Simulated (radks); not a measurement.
Species: As24+. Configuration: [He] 2p5 3p2 (not the ground configuration).

Calculated with a radial shooting solver on a logarithmic mesh with Libxc functionals: scalar-relativistic Kohn-Sham, PBE, spin-unpolarised, spherical densities, finite nucleus; Fermi nuclear charge, rms radius 4.0968 fm.

Energy parts (eV):
part                      energy
total                 -46820.469
kinetic                47866.230
electron-nucleus      -99645.508
Hartree                 6130.923
exchange-correlation   -1172.114

Orbitals (lengths in bohr, moments of r in powers of bohr; <r^-3> diverges for s and p1/2; r(max) is where P^2 peaks):
orbital  occ.  eigenvalue (eV)  <1/r>  <r^-3>   r(max)     <r^2>
1s          2        -13114.94  33.53       -  0.02970  0.002771
2p          5        -2547.447  7.544    1225   0.1318   0.03418
3p          2        -1029.467  3.094   311.8   0.4242    0.2331

The highest occupied level is 3p at -1029.5 eV. The electron density at the nucleus is 3.234e+04 e/bohr^3 (large components only). The density falls to 0.001 e/bohr^3 at r = 1.12 bohr. Summed over all electrons, <r^2> = 0.6425 bohr^2, which gives a Langevin (diamagnetic) susceptibility term of -0.509 x 10^-6 cm^3/mol.
